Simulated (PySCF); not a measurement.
Isomers of C8H10FP, mass 156.050 u with the commonest isotopes. Method: PBE0/pcSseg-1 in PySCF (dipole) on a GFN2-xTB geometry, gas phase. One conformer each, none proved a minimum here; rigid rotors.

**Question.** Order these by radius of gyration √(Σ m r²/M), largest first.
A. `[CH3:1]/[CH:2]=[CH:3]\[P:4]1[CH:5]=[CH:6][CH:7]([F:8])[CH:9]=[CH:10]1` with C2–C3–P4–C5 175°, C3–P4–C5–C6 137°, C5–C6–C7–F8 -163°, C6–C7–C9–C10 42°, C3–P4–C10–C9 -136°
B. `[CH2:1]=[CH:2][c:3]1[c:4]([CH3:5])[pH:6][c:7]([CH3:8])[c:9]1[F:10]` with C1–C2–C3–C4 180°
C. `[CH:1]#[C:2][CH2:3][P:4]1[CH2:5][C:6]([CH3:7])=[C:8]([F:9])[CH2:10]1` with C2–C3–P4–C5 -70°, C3–P4–C5–C6 -79°, P4–C5–C6–C7 167°, C6–C8–C10–P4 14°, C3–P4–C10–C8 80°
D. `[F:1][CH:2]1[CH:3]=[CH:4][P:5]([CH:6]2[CH2:7][CH2:8]2)[CH:9]=[CH:10]1` with C4–P5–C6–C7 -97°, F1–C2–C3–C4 163°, C3–C4–P5–C6 -135°, P5–C6–C7–C8 -108°, C4–P5–C9–C10 36°
E. `[CH3:1][CH2:2][PH:3][c:4]1[cH:5][cH:6][c:7]([F:8])[cH:9][cH:10]1` with C1–C2–P3–C4 -168°, C2–P3–C4–C5 104°

**Answer.** E (2.641 Å), A (2.476 Å), D (2.443 Å), C (2.327 Å), B (2.259 Å).

**Question.** Order these by rotational constant A, largest first.
A. `[CH3:1]/[CH:2]=[CH:3]\[P:4]1[CH:5]=[CH:6][CH:7]([F:8])[CH:9]=[CH:10]1` with C2–C3–P4–C5 175°, C3–P4–C5–C6 137°, C5–C6–C7–F8 -163°, C6–C7–C9–C10 42°, C3–P4–C10–C9 -136°
B. `[CH3:1][CH2:2][PH:3][c:4]1[cH:5][cH:6][c:7]([F:8])[cH:9][cH:10]1` with C1–C2–P3–C4 -168°, C2–P3–C4–C5 104°
C. `[CH:1]#[C:2][CH2:3][P:4]1[CH2:5][C:6]([CH3:7])=[C:8]([F:9])[CH2:10]1` with C2–C3–P4–C5 -70°, C3–P4–C5–C6 -79°, P4–C5–C6–C7 167°, C6–C8–C10–P4 14°, C3–P4–C10–C8 80°
D. `[CH2:1]=[CH:2][c:3]1[c:4]([CH3:5])[pH:6][c:7]([CH3:8])[c:9]1[F:10]` with C1–C2–C3–C4 180°
E. `[F:1][CH:2]1[CH:3]=[CH:4][P:5]([CH:6]2[CH2:7][CH2:8]2)[CH:9]=[CH:10]1` with C4–P5–C6–C7 -97°, F1–C2–C3–C4 163°, C3–C4–P5–C6 -135°, P5–C6–C7–C8 -108°, C4–P5–C9–C10 36°

**Answer.** E (3388 MHz), B (3270 MHz), A (3173 MHz), C (1841 MHz), D (1398 MHz).

**Question.** Order these by dipole moment, largest first.
A. `[CH2:1]=[CH:2][c:3]1[c:4]([CH3:5])[pH:6][c:7]([CH3:8])[c:9]1[F:10]` with C1–C2–C3–C4 180°
B. `[CH3:1][CH2:2][PH:3][c:4]1[cH:5][cH:6][c:7]([F:8])[cH:9][cH:10]1` with C1–C2–P3–C4 -168°, C2–P3–C4–C5 104°
C. `[CH3:1]/[CH:2]=[CH:3]\[P:4]1[CH:5]=[CH:6][CH:7]([F:8])[CH:9]=[CH:10]1` with C2–C3–P4–C5 175°, C3–P4–C5–C6 137°, C5–C6–C7–F8 -163°, C6–C7–C9–C10 42°, C3–P4–C10–C9 -136°
D. `[F:1][CH:2]1[CH:3]=[CH:4][P:5]([CH:6]2[CH2:7][CH2:8]2)[CH:9]=[CH:10]1` with C4–P5–C6–C7 -97°, F1–C2–C3–C4 163°, C3–C4–P5–C6 -135°, P5–C6–C7–C8 -108°, C4–P5–C9–C10 36°
E. `[CH:1]#[C:2][CH2:3][P:4]1[CH2:5][C:6]([CH3:7])=[C:8]([F:9])[CH2:10]1` with C2–C3–P4–C5 -70°, C3–P4–C5–C6 -79°, P4–C5–C6–C7 167°, C6–C8–C10–P4 14°, C3–P4–C10–C8 80°

**Answer.** C (2.29 D), D (2.13 D), B (1.61 D), A (1.40 D), E (0.69 D).

```csv
SMILES,point group,Ia (u·Å²),Ib (u·Å²),Ic (u·Å²),κ,μa (D),μb (D),μc (D)
FC1C=CP(C2CC2)C=C1,Cs,149.18,812.54,900.31,-0.96,2.05,0.00,0.57
C=Cc1c(C)[pH]c(C)c1F,–,361.55,439.90,791.06,0.34,0.05,1.24,0.64
C#CCP1CC(C)=C(F)C1,C1,274.53,653.98,761.71,-0.81,0.04,0.67,0.18
CCPc1ccc(F)cc1,C1,154.55,990.97,1032.15,-0.99,1.25,0.08,1.01
C/C=C\P1C=CC(F)C=C1,C1,159.30,832.48,921.86,-0.96,2.25,0.02,0.44
```
